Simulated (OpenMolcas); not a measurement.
C2+: CASPT2 settings compared

| Quantity | Value |
| --- | --- |
| Program | OpenMolcas 26.06 |
| Basis | ANO-RCC-VDZ [3s2p] |
| Scalar Hamiltonian | DKH4, point nucleus |
| Active space | 2 electrons in 4 orbitals (2s 2p) |
| State averaging | 2S+1 = 3 even, 3 roots; 2S+1 = 1 even, 6 roots; 2S+1 = 3 odd, 3 roots; 2S+1 = 1 odd, 3 roots |
| Spin-orbit coupling | state interaction with AMFI integrals over the reference wave functions, term energies averaged over their components |

Methods on the same reference wave functions:
A. CASSCF
B. SS-CASPT2, IPEA 0.75 Eh, no level shift (closed shells correlated: none)
C. SS-CASPT2, IPEA 0.1 Eh, sigma1 regulariser 0.2 Eh (closed shells correlated: none)
D. XMS-CASPT2, IPEA 0.1 Eh, real shift 0.2 Eh (closed shells correlated: 1s)

Energies in eV above 2s2 1S0, the measured ground level; measured values from Moore, Selected Tables of Atomic Spectra, NSRDS-NBS 3, section 3.

| Level | A | B | C | D | Measured |
| --- | --- | --- | --- | --- | --- |
| 2s2 1S0 | 0.0000 | 0.0000 | 0.0000 | 0.0000 | 0.0000 |
| 2s 2p 3P* 0 | 6.5791 | 6.603 | 6.603 | 6.631 | 6.4927 |
| 2s 2p 3P* 1 | 6.5824 | 6.606 | 6.606 | 6.634 | 6.4956 |
| 2s 2p 3P* 2 | 6.5890 | 6.613 | 6.613 | 6.640 | 6.5026 |
| 2s 2p 1P* 1 | 14.0860 | 14.066 | 14.053 | 14.061 | 12.6900 |
| 2p2 3P0 | 17.2654 | 17.275 | 17.269 | 17.275 | 17.0386 |
| 2p2 3P1 | 17.2686 | 17.278 | 17.272 | 17.278 | 17.0422 |
| 2p2 3P2 | 17.2750 | 17.284 | 17.279 | 17.285 | 17.0481 |

Deviations, from unrounded energies. A percentage is the sum of absolute deviations over the sum of measured energies, with the sign that they share, or ± where signs differ.

```csv
Against measurement,Levels,A,B,C,D
mean absolute deviation (cm-1),7,2700,2800,2700,2900
other configurations (%),7,+2.8,+2.9,+2.9,+3.0
```

A, B, C lie about equally close to measurement and D furthest from it. The largest miss of A in the table is 2s 2p 1P* 1, by +11000 cm-1. The ranking rests on the paired levels alone, and a cruder setting can come out closer through cancelling errors.

Among B to D the level of the table that moves most is 2s 2p 3P* 0, by 220 cm-1 (lowest in C, highest in D).

The lowest spin-free term lies below A's lowest term by 0.001 hartree in B, 0.001 hartree in C, 0.003 hartree in D.

Measured partners are found by configuration, term and J. A level has none where our copy of the source lacks it or the pairing is in doubt (some pairs that miss far off the trend of their configuration count as doubtful), and it then counts in no deviation. Levels of configurations outside the active space are missing. The table leaves out levels that lie high or whose names do not pair safely across all columns.

* marks odd parity.
